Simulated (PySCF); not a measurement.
A GIAO shielding run with PySCF 2.14 (density fitting, non-relativistic, gas phase) on `C#C[Si@H]1C=C(CO)[SiH2]O1`, C5H8O2Si2:

```
$ OMP_NUM_THREADS=1 python probes_run.py task.json out

{"job": {"kind": "nmr", "xc": "PBE0", "basis": "pcSseg-1"}, "charge": 0, "multiplicity": 1}
C      2.729127    -2.847677     1.231256
C      2.395625    -1.750674     0.870386
Si     1.900204    -0.062966     0.293778
C      0.373703    -0.112801    -0.813850
C     -0.686010     0.486788    -0.265354
C     -2.031266     0.630299    -0.904912
O     -3.053874     0.832304     0.047631
Si    -0.358020     1.200172     1.460258
O      1.218400     0.758008     1.547884
H      3.019259    -3.806341     1.555200
H      3.029632     0.731936    -0.175902
H      0.330638    -0.562573    -1.797123
H     -2.042919     1.530699    -1.528835
H     -2.263069    -0.231458    -1.549260
H     -3.095581     0.056777     0.616208
H     -1.059115     0.505860     2.536995
H     -0.413731     2.653679     1.515192
```

Hardware: 1 thread of an Arm Neoverse V2, shared host. The job also computes population analyses, field gradients, ring-centre shieldings.

Q: How large is the calculation?

A: 82 electrons, 207 basis functions and 1119 auxiliary functions.

Q: How long does it take, and how much memory does it need?

A: 38 s of wall time, with 15 SCF cycles and 5 response iterations; peak memory 0.94 GiB. Times on a shared host scatter by some tens of per cent.
